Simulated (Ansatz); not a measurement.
Input for Ansatz (a program for electronic structure): U-CCSD(T)/cc-pV(D+d)Z on AlF2H (SMILES [F][AlH][F]), a point of a bond scan (R = 2.097 Å). Files ending in .json are basis or fitting sets from the Basis Set Exchange.

Ansatz 0.2 input:
```yaml
crystal:
  periodic: [false, false, false]
  atoms:
    - {symbol: Al, position_ang: [-0.29735585, -0.20000769, -0.23453486]}
    - {symbol: H, position_ang: [-1.75341165, -1.17938090, -1.38297651]}
    - {symbol: F, position_ang: [-0.21997505, 1.44163617, -0.18460638]}
    - {symbol: F, position_ang: [0.80236859, -1.04990625, 0.64396034]}
basis:
  gaussian:
    orbitals: cc-pV_D+d_Z.json
correlation: {method: ccsd_t, electrons: outside_noble_gas}
scf: {omitted_lower_state_checks: [cluster_reference]}
magnetization: {spin_polarized: true, initial_magnetization: 0}
```

**Question.** What total energy does the run end on?

**Answer.** -441.9491 hartree (reference determinant -441.4863, T1 diagnostic 0.016).
